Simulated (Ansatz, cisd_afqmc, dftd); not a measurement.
Species: AlI3, charge 0, singlet. AlI3 (SMILES [I][Al]([I])[I]).
B3LYP-D3(BJ)/def2-TZVP minimum from Ansatz (a quantum-chemistry and plane-wave program):
```xyz
4

Al     0.0000     0.0000     0.0000
I     -2.0108    -1.4204    -0.0557
I      0.0075     2.1698    -1.1645
I      2.0034    -0.7494     1.2202
```
Charge 0, spin multiplicity 1.

Wanted: atomisation energy (electronic, to ground-state atoms), in kcal/mol. UHF or UKS for unpaired electrons; spin-orbit terms are left out. Correlated methods leave the cores frozen (noble-gas shells, and filled d and f shells in the p block). Past Kr the def2 sets carry scalar-relativistic core potentials. AFQMC is phaseless with a CISD trial state; ± is one standard error, without the phaseless bias. Outlying blocks are dropped, and bars are widened where a walk drifts. Over all cases where full CI ran beside it in this data, AFQMC minus full CI had a median of +0.1 mEh and passed +0.4 mEh in a tenth of the cases. CBS(X,Y): correlation extrapolated as X^-3, Hartree-Fock from the larger set. A bracket is a step between two methods taken in the basis named. Spin-orbit terms, left out, reach several kcal/mol for Br and I, and more for heavier atoms.

```tsv
level	program	atomisation energy (kcal/mol)
HF/def2-SVP	Ansatz	161.2
r2SCAN/def2-TZVPD	Ansatz	225.7
PBE0-D3(BJ)/def2-TZVPD	Ansatz + dftd3	224.5
CAM-B3LYP/def2-TZVPD	Ansatz	207.2
B2PLYP-D3(BJ)/def2-TZVPD	Ansatz + dftd3	217.7
B2GP-PLYP-D3(BJ)/def2-TZVPD	Ansatz + dftd3	223.1
B2GP-PLYP-D4/def2-TZVPD	Ansatz + dftd4	216.4
B2GP-PLYP/def2-TZVPD	Ansatz	214.1
MP2/def2-SVP	Ansatz	209.4
CCSD/def2-TZVPP	Ansatz	204.3
CCSD(T)/def2-TZVPP	Ansatz	211.0
AFQMC/CISD/def2-TZVPP	cisd_afqmc	211.6 ± 0.4
CCSD(T)/CBS(def2-TZVPP,def2-QZVPP) + [AFQMC/CISD - CCSD(T)]/def2-TZVPP	Ansatz + cisd_afqmc	224.4 ± 0.4
```
